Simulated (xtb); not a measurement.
HCl2OTi (SMILES [OH][Ti]([Cl])[Cl]), doublet, at a GFN2-xTB geometry (such geometries of metal compounds can be far from the true shape) (the multiplicity is a formal guess). Base run: xtb 6.7.1 with GFN2-xTB.

The xtb input:
```
$ xtb mol.xyz --gfn 2 --uhf 1 --json

# file mol.xyz
5

Ti     0.31969214    -0.13895129     0.19185258
Cl    -1.54257096    -1.12716646     0.02465662
Cl     0.20257601     1.70958311    -0.82880992
O      1.66417554    -0.72331881     0.99869947
H      2.43328269    -1.05760426     1.46025349
```

Each row names what was changed in the base input (with any setting that the change needs).

```tsv
change	ΔE vs base (kcal/mol)	dipole (D)	SCF cycles
base	0.000	3.68	12
etemp = 5000	-10.01	3.52	14
gbsa = acetonitrile	-9.66	4.28	14
acc = 1000	0.021	3.65	5
etemp = 3000	-3.02	3.67	13
acc = 0.1	0.000	3.68	15
etemp = 1000	-0.073	3.68	13
```

ALPB and GBSA are two models with their own fitted parameters for each solvent, which aren't always the measured dielectric constant.
